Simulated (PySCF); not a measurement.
SMILES [In]([CH3])([CH2]C)[O]C (C4H11InO), GFN2-xTB optimised geometry.

```
17

In     0.48    -0.53     0.00
C      2.72    -0.53     0.00
H      3.10    -1.02     0.89
H      3.00     0.52    -0.01
H      3.10    -1.04    -0.89
C     -1.38    -1.87    -0.03
C     -2.18    -1.74     1.26
H     -1.05    -2.90    -0.19
H     -1.98    -1.55    -0.89
H     -2.46    -0.70     1.43
H     -1.60    -2.09     2.11
H     -3.10    -2.33     1.20
O      0.03     1.42     0.00
C     -1.19     2.11    -0.03
H     -2.04     1.45    -0.28
H     -1.39     2.57     0.94
H     -1.14     2.90    -0.79
```

Density from CAM-B3LYP/def2-SVP, def2 effective core potentials past Kr run with PySCF 2.14.0 at that geometry. The core electrons that the potentials of In replace are not part of the density.

Minimum of the electron density along straight lines between bonded atoms, close to the bond critical point (lines longer than 1.1 times the sum of covalent radii, or with two minima, are not listed):

```json
[
 {"bond": "In1–C2", "length / Å": "2.244", "ρ at the minimum / e bohr⁻³": "0.083", "∇²ρ there / e bohr⁻⁵": "0.13", "position (fraction from the first atom)": "0.51"},
 {"bond": "C2–H3", "length / Å": "1.087", "ρ at the minimum / e bohr⁻³": "0.273", "∇²ρ there / e bohr⁻⁵": "-1.00", "position (fraction from the first atom)": "0.63"},
 {"bond": "C2–H4", "length / Å": "1.086", "ρ at the minimum / e bohr⁻³": "0.275", "∇²ρ there / e bohr⁻⁵": "-1.02", "position (fraction from the first atom)": "0.64"},
 {"bond": "C2–H5", "length / Å": "1.087", "ρ at the minimum / e bohr⁻³": "0.273", "∇²ρ there / e bohr⁻⁵": "-1.00", "position (fraction from the first atom)": "0.63"},
 {"bond": "In1–C6", "length / Å": "2.294", "ρ at the minimum / e bohr⁻³": "0.078", "∇²ρ there / e bohr⁻⁵": "0.11", "position (fraction from the first atom)": "0.50"},
 {"bond": "C6–C7", "length / Å": "1.519", "ρ at the minimum / e bohr⁻³": "0.245", "∇²ρ there / e bohr⁻⁵": "-0.56", "position (fraction from the first atom)": "0.50"},
 {"bond": "C6–H8", "length / Å": "1.089", "ρ at the minimum / e bohr⁻³": "0.275", "∇²ρ there / e bohr⁻⁵": "-1.00", "position (fraction from the first atom)": "0.63"},
 {"bond": "C6–H9", "length / Å": "1.092", "ρ at the minimum / e bohr⁻³": "0.273", "∇²ρ there / e bohr⁻⁵": "-0.99", "position (fraction from the first atom)": "0.63"},
 {"bond": "C7–H10", "length / Å": "1.092", "ρ at the minimum / e bohr⁻³": "0.275", "∇²ρ there / e bohr⁻⁵": "-1.01", "position (fraction from the first atom)": "0.63"},
 {"bond": "C7–H11", "length / Å": "1.091", "ρ at the minimum / e bohr⁻³": "0.275", "∇²ρ there / e bohr⁻⁵": "-1.00", "position (fraction from the first atom)": "0.62"},
 {"bond": "C7–H12", "length / Å": "1.093", "ρ at the minimum / e bohr⁻³": "0.274", "∇²ρ there / e bohr⁻⁵": "-1.00", "position (fraction from the first atom)": "0.63"},
 {"bond": "In1–O13", "length / Å": "2.005", "ρ at the minimum / e bohr⁻³": "0.096", "∇²ρ there / e bohr⁻⁵": "0.61", "position (fraction from the first atom)": "0.52"},
 {"bond": "O13–C14", "length / Å": "1.396", "ρ at the minimum / e bohr⁻³": "0.268", "∇²ρ there / e bohr⁻⁵": "-0.52", "position (fraction from the first atom)": "0.65"},
 {"bond": "C14–H15", "length / Å": "1.099", "ρ at the minimum / e bohr⁻³": "0.276", "∇²ρ there / e bohr⁻⁵": "-1.01", "position (fraction from the first atom)": "0.62"},
 {"bond": "C14–H16", "length / Å": "1.097", "ρ at the minimum / e bohr⁻³": "0.278", "∇²ρ there / e bohr⁻⁵": "-1.04", "position (fraction from the first atom)": "0.63"},
 {"bond": "C14–H17", "length / Å": "1.097", "ρ at the minimum / e bohr⁻³": "0.278", "∇²ρ there / e bohr⁻⁵": "-1.05", "position (fraction from the first atom)": "0.63"}
]
```
